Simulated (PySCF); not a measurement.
## Spin-rotation constants: SMILES C/C(F)=C(/C)C(F)=C(F)F, C₆H₆F₄

Geometry (Å), atoms numbered from 1 in this order:
```xyz
16

C    -2.1276   -0.7435   -0.7177
C    -1.1726    0.3788   -0.5140
F    -1.6742    1.5611   -0.9380
C     0.0679    0.3856    0.0016
C     0.8793    1.6482    0.0791
C     0.6765   -0.8267    0.5211
F    -0.1343   -1.8820    0.7668
C     1.9644   -1.0277    0.8225
F     2.4364   -2.1607    1.3265
F     2.9499   -0.1571    0.6512
H    -2.6017   -1.0213    0.2233
H    -1.6282   -1.6230   -1.1145
H    -2.8998   -0.4224   -1.4126
H     0.2672    2.5022   -0.1937
H     1.2605    1.7966    1.0872
H     1.7285    1.6011   -0.6002
```

Computed with PySCF, GIAO B3LYP/pcSseg-1 magnetisability, rotational g tensor and spin-rotation constants, non-relativistic, gas phase. Geometry: GFN2-xTB.

(1) Give the nuclear spin-rotation constants along the inertial axes (H = +C I·J) beside the isotropic shieldings.

Results:

(1) Rotational constants 2.3021, 0.8437, 0.6298 GHz. A star marks the isotopologue with that one atom substituted, in its own axes.
```tsv
atom	isotope	Caa (kHz)	Cbb (kHz)	Ccc (kHz)	mean (kHz)	σ (ppm)
F3	19F	3.840	1.136	0.506	1.828	249.4
F7	19F	1.407	0.878	0.197	0.827	357.2
F9	19F	2.641	1.023	0.694	1.453	269.6
F10	19F	2.182	0.947	0.737	1.289	282.4
H11	1H	-0.249	-0.052	-0.006	-0.103	29.1
H12	1H	-0.145	-0.061	-0.030	-0.079	29.3
H13	1H	0.044	-0.092	-0.065	-0.038	29.9
H14	1H	-0.006	-0.053	-0.070	-0.043	29.2
H15	1H	-0.160	-0.083	-0.020	-0.087	30.4
H16	1H	-0.198	-0.064	-0.019	-0.094	30.0
C1	13C*	0.358	0.117	0.104	0.193	160.9
C2	13C*	0.876	0.404	0.171	0.484	13.1
C4	13C*	0.759	0.330	0.096	0.395	71.0
C5	13C*	0.356	0.120	0.081	0.186	168.3
C6	13C*	0.872	0.319	0.158	0.449	40.7
C8	13C*	0.878	0.391	0.183	0.484	10.6
```
For the geometry as given, no vibrational averaging.
